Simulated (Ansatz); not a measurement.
Two shapes of singlet H₈.

Shape 1:

```xyz
8

H     1.3500    0.0000    0.3700
H     0.0000    1.3500    0.3700
H    -1.3500    0.0000    0.3700
H     0.0000   -1.3500    0.3700
H     1.3500    0.0000   -0.3700
H     0.0000    1.3500   -0.3700
H    -1.3500    0.0000   -0.3700
H     0.0000   -1.3500   -0.3700
```

Shape 2:

```xyz
8

H     1.3095    0.0000    0.3589
H     0.0000    1.3095    0.3589
H    -1.3095    0.0000    0.3589
H     0.0000   -1.3095    0.3589
H     1.3095    0.0000   -0.3589
H     0.0000    1.3095   -0.3589
H    -1.3095    0.0000   -0.3589
H     0.0000   -1.3095   -0.3589
```

Basis set: def2-SVP (spherical functions). All electrons are correlated. Charge 0, multiplicity 1.

Computed with Ansatz (development build ahead of 0.2.0); each method stands on the lowest determinant of its kind that the runs found.

Problem. Which shape is lower in energy, and by how much in each method?

Solution.

```json
{"method": "RHF", "E(2) − E(1) (eV)": "0.335"}
{"method": "RHF-MP2", "E(2) − E(1) (eV)": "0.336"}
```

Shape 1 is lower.
